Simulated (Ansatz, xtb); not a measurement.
## Relative energy of two structures of Cl3FSi2

We compare a, `F[Si][Si](Cl)(Cl)Cl`, a singlet, with b, a singlet given by its coordinates. Both are isolated molecules in the gas phase, relaxed with B3LYP/6-31G*.

a (Å):

```xyz
6

Cl   -0.2516   -2.4035   -0.8873
Cl   -0.9817   -5.3718    0.5183
Cl    0.6300   -3.0193    2.3071
F    -2.5574   -1.1229    2.2531
Si   -3.0853   -2.4002    1.4004
Si   -0.8592   -3.3239    0.8893
```

b (Å):

```xyz
6

Cl   -0.6603   -2.1667    0.9342
Cl   -0.1464    2.1995    1.4115
Cl    1.5990    2.2902   -1.4267
F     1.0470   -1.8332   -1.4371
Si    0.0784    1.2440   -0.4365
Si    0.8274   -1.0704   -0.0315
```

Close contacts (Å): Cl1–Si6 2.09, Cl2–Si5 2.09, Cl3–Si5 2.09, F4–Si6 1.61, Si5–Si6 2.47.

Q: Which of the two would you expect CCSD(T)/def2-SVP + ΔMP2/def2-TZVPP electronic energies to favour?

A: Structure a; the calculation gives E(b) − E(a) = +4.7 kcal/mol.

The same difference at several levels:

```csv
level,geometry,E(b) − E(a) (kcal/mol),departure from the last row (kcal/mol),"job, with rough time for the two"
B3LYP/6-31G*,B3LYP/6-31G*,+3.0,−1.7,"optimisation, 2.1 min"
HF/def2-SVP,B3LYP/6-31G*,+15.7,+11.0,part of the CCSD(T) run
MP2/def2-SVP,B3LYP/6-31G*,+7.6,+2.9,part of the CCSD(T) run
CCSD(T)/def2-SVP,B3LYP/6-31G*,+5.7,+1.1,single point
CCSD(T)/def2-SVP + ΔMP2/def2-TZVPP,B3LYP/6-31G*,+4.7,,"single point, 57 s"
```

The levels shown agree on the order. The largest departure from CCSD(T)/def2-SVP + ΔMP2/def2-TZVPP is that of HF/def2-SVP, 11.0 kcal/mol. Levels run at GFN2-xTB geometries aren't shown. The last row adds to CCSD(T) the change of the MP2 difference between the two basis sets, here −1.1 kcal/mol.

With harmonic frequencies from B3LYP/6-31G* (ideal gas, rigid rotor, one conformer each, 298.15 K, 1 atm): on the last row, ΔE + ΔZPE = +4.6 kcal/mol. A mode under 50 cm⁻¹ makes harmonic enthalpies and free energies unreliable, so none is given.

The correlated steps freeze 26 core orbitals. Run with Ansatz 0.2.0; the last row on 2 threads of AMD EPYC 7R43 64-Core Processor (Zen 3) on a shared host.
